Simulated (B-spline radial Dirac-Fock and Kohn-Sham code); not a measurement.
**K-line shifts caused by a second vacancy in Ba**

System: neutral barium in the configuration [Xe] 5d2 (an excited configuration).

The computed values come from a radial B-spline solver: ΔSCF Dirac-Fock with Breit, self-energy and vacuum polarisation, finite nucleus, configuration average. Each two-hole energy is an average over J within one jj subconfiguration, not an observable level; in light atoms, where LS coupling holds, the j-resolved values are not observed lines, and for a K spectator the Kα1 hypersatellite is nearly forbidden. Correlation energy is missing from these numbers.

Lines without a spectator: Kα2 (K-L2) 31813.9 eV, Kα1 (K-L3) 32190.9 eV, Kβ3 (K-M2) 36298.3 eV, Kβ1 (K-M3) 36372.7 eV. Shifts in eV with one spectator hole (a dash: not computed, or left out as unreliable):

| spectator hole | Kα2 | Kα1 | Kβ3 | Kβ1 |
| --- | --- | --- | --- | --- |
| K (1s) | +665.5 | +692.7 | +852.5 | +858.4 |
| L2 (2p1/2) | +76.0 | +97.3 | – | +201.2 |
| L3 (2p3/2) | +70.1 | +71.7 | +172.0 | – |
| M2 (3p1/2) | – | +12.14 | +26.53 | +32.0 |
| M3 (3p3/2) | +8.27 | – | +26.04 | +25.63 |
| M4 (3d3/2) | +1.75 | -1.29 | – | – |
| M5 (3d5/2) | -2.00 | +0.39 | – | – |

With n spectator holes in 2p, averaged over the 2p shell (energies in eV):

```
n     KαLⁿ   step  hypersatellite KαʰLⁿ
0  32065.2      –               32748.8
1  32143.6  +78.4               32828.8
2  32223.4  +79.8               32910.1
3  32304.5  +81.1               32992.8
4  32386.9  +82.4               33076.8
5  32470.7  +83.8               33162.2
```
